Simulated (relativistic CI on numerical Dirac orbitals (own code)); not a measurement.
Tc⁴⁺: L-alpha,beta X-ray emission

Computed with this model: Dirac-Coulomb-Breit CI, separate exchange-only KLI orbitals for each configuration, QED by a radiative potential, valence Slater integrals scaled by 0.7, multiplet model of X-ray emission after core ionisation; configurations [Kr] 4d3 → [He] 2s2 2p5 3s2 3p6 3d10 4s2 4p6 4d3 → [Ar] 3d9 4s2 4p6 4d3; 300 K; Lorentzian 2 eV and Gaussian 0.6 eV FWHM. Energies are those of the free ion, without screening or charge transfer. S is read from ⟨S²⟩ = S(S + 1).

Computed curve for free ion, scaled to 100 at the maximum (points under 2 are left out and the grid is thinned):

```json
{"Energy (eV)": "2416.4", "Intensity": "2.0"}
{"Energy (eV)": "2417.0", "Intensity": "2.2"}
{"Energy (eV)": "2417.4", "Intensity": "2.4"}
{"Energy (eV)": "2418.0", "Intensity": "2.8"}
{"Energy (eV)": "2418.6", "Intensity": "3.3"}
{"Energy (eV)": "2419.0", "Intensity": "3.8"}
{"Energy (eV)": "2419.6", "Intensity": "4.9"}
{"Energy (eV)": "2420.2", "Intensity": "6.5"}
{"Energy (eV)": "2420.8", "Intensity": "8.9"}
{"Energy (eV)": "2421.2", "Intensity": "11.0"}
{"Energy (eV)": "2421.8", "Intensity": "14.8"}
{"Energy (eV)": "2422.4", "Intensity": "18.3"}
{"Energy (eV)": "2422.8", "Intensity": "20.1"}
{"Energy (eV)": "2423.4", "Intensity": "23.4"}
{"Energy (eV)": "2424.0", "Intensity": "31.2"}
{"Energy (eV)": "2424.4", "Intensity": "41.1"}
{"Energy (eV)": "2425.0", "Intensity": "66.5"}
{"Energy (eV)": "2425.6", "Intensity": "95.5"}
{"Energy (eV)": "2426.2", "Intensity": "94.3"}
{"Energy (eV)": "2426.6", "Intensity": "74.1"}
{"Energy (eV)": "2427.2", "Intensity": "43.5"}
{"Energy (eV)": "2427.8", "Intensity": "25.5"}
{"Energy (eV)": "2428.2", "Intensity": "18.6"}
{"Energy (eV)": "2428.8", "Intensity": "12.4"}
{"Energy (eV)": "2429.4", "Intensity": "8.8"}
{"Energy (eV)": "2429.8", "Intensity": "7.2"}
{"Energy (eV)": "2430.4", "Intensity": "5.5"}
{"Energy (eV)": "2431.0", "Intensity": "4.3"}
{"Energy (eV)": "2431.4", "Intensity": "3.7"}
{"Energy (eV)": "2432.0", "Intensity": "3.1"}
{"Energy (eV)": "2432.6", "Intensity": "2.5"}
{"Energy (eV)": "2433.2", "Intensity": "2.2"}
{"Energy (eV)": "2530.0", "Intensity": "2.1"}
{"Energy (eV)": "2530.6", "Intensity": "2.9"}
{"Energy (eV)": "2531.2", "Intensity": "3.6"}
{"Energy (eV)": "2531.6", "Intensity": "4.0"}
{"Energy (eV)": "2532.2", "Intensity": "4.5"}
{"Energy (eV)": "2532.8", "Intensity": "4.4"}
{"Energy (eV)": "2533.2", "Intensity": "4.1"}
{"Energy (eV)": "2533.8", "Intensity": "3.8"}
{"Energy (eV)": "2534.4", "Intensity": "3.9"}
{"Energy (eV)": "2534.8", "Intensity": "4.3"}
{"Energy (eV)": "2535.4", "Intensity": "5.5"}
{"Energy (eV)": "2536.0", "Intensity": "7.4"}
{"Energy (eV)": "2536.6", "Intensity": "10.9"}
{"Energy (eV)": "2537.0", "Intensity": "14.4"}
{"Energy (eV)": "2537.6", "Intensity": "22.5"}
{"Energy (eV)": "2538.2", "Intensity": "34.0"}
{"Energy (eV)": "2538.6", "Intensity": "42.0"}
{"Energy (eV)": "2539.2", "Intensity": "46.0"}
{"Energy (eV)": "2539.8", "Intensity": "37.0"}
{"Energy (eV)": "2540.2", "Intensity": "28.7"}
{"Energy (eV)": "2540.8", "Intensity": "18.2"}
{"Energy (eV)": "2541.4", "Intensity": "11.7"}
{"Energy (eV)": "2542.0", "Intensity": "7.8"}
{"Energy (eV)": "2542.4", "Intensity": "6.2"}
{"Energy (eV)": "2543.0", "Intensity": "4.5"}
{"Energy (eV)": "2543.6", "Intensity": "3.3"}
{"Energy (eV)": "2544.0", "Intensity": "2.8"}
{"Energy (eV)": "2544.6", "Intensity": "2.1"}
```

The ground state has S = 1.49, and the centroid lies at 2464.06 eV.
